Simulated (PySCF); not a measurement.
**Electron correlation in Cu+ (copper, charge +1)**

[Ar] 3d9 4p1, one real determinant (an excited configuration). Computed with PySCF 2.14 in x2c-TZVPPall, with scalar relativity by spin-free X2C-1e. Frozen: [Ar]; 10 electrons correlated.

MP2 pair energies summed by pair of shells (mhartree):

```tsv
pair	energy	share (%)
3d-3d	-326.85	95.6
3d-4p	-15.03	4.4
```

Total MP2 correlation energy: -341.89 mhartree.

Same-spin part -127.70 and opposite-spin part -214.19 mhartree; SCS-MP2 scales them by 1/3 and 6/5 to -299.59 mhartree.

The basis was made for the ground configuration and has no added diffuse functions, which can raise the energy of the promoted electron.

The reference is one real determinant that mixes LS terms of this configuration.
